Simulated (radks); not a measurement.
Valence configurations of N II (all share [He]). All-electron calculation, scalar-relativistic Kohn-Sham, r2SCAN, spin-unpolarised, spherical densities, finite nucleus; meta-GGA in the generalised Kohn-Sham scheme; Fermi nuclear charge, rms radius 2.5582 fm. Program: a radial shooting solver on a logarithmic mesh with Libxc functionals. Energies are relative to 2s2 2p2; eigenvalues in eV.

valence      E (eV)    e(2p)    e(2s)
2s2 2p2       0.000  -20.667  -33.482
2p4          25.499  -21.048        -
2s1 2p3      12.793  -20.874  -33.637
2s1.5 2p2.5   6.403  -20.771  -33.566
2s0.5 2p3.5  19.162  -20.969  -33.680

NIST lists [He] 2s2 2p2 as the ground configuration; this level of theory agrees among the configurations tried. The energies are those of spherical spin-averaged densities, not of single terms.
